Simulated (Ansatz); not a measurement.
Isolated molecules relaxed with PBE0-D4/def2-TZVP in Ansatz; ΔE leaves out vibrations. CBS: MP2 limit from def2 TZ/QZ plus the TZ coupled-cluster correction, frozen cores. This one scheme is used for every species. Functionals use def2-TZVPP. B3LYP here is the variant with VWN-RPA as its local correlation; programs differ in this. Each species was taken in one conformer, which may not be the lowest.

Reaction (ligand exchange at the Si–S bond): `C[SiH](Cl)S[SiH2]Cl` + `N=C=O` → `C[SiH](Cl)N=C=O` + `S[SiH2]Cl`

**Question.** Is it downhill or uphill in electronic energy at CCSD(T)/CBS, and by how much? (An estimate is asked.)

**Answer.** Computed: Downhill: ΔE = -0.29 eV.

**Question.** What do these levels give: r2SCAN-D4, B3LYP-D4, B2PLYP, SCS-MP2/def2-TZVPP, CCSD(T)/def2-TZVPP, HF/def2-QZVPP? (An estimate is asked.)

**Answer.** Computed: r2SCAN-D4 -0.27, B3LYP-D4 -0.30, B2PLYP -0.39, SCS-MP2/def2-TZVPP -0.36, CCSD(T)/def2-TZVPP -0.33, HF/def2-QZVPP -0.61 eV.

Largest T1 diagnostic among the species: 0.018.

In def2-TZVPP, CCSD(T) changes the Hartree–Fock value by +0.27 eV (the triples alone add +0.06 eV) and MP2 by +0.31 eV. The D4 term adds +0.14 eV with B3LYP and +0.08 eV with PBE0; it sums over pairs of atoms, weighted by their polarisabilities, and B3LYP, whose exchange is more repulsive, gets the larger term. From PBE to PBE0 (25 % exact exchange), in def2-TZVPP and without D4, ΔE moves by −0.05 eV.
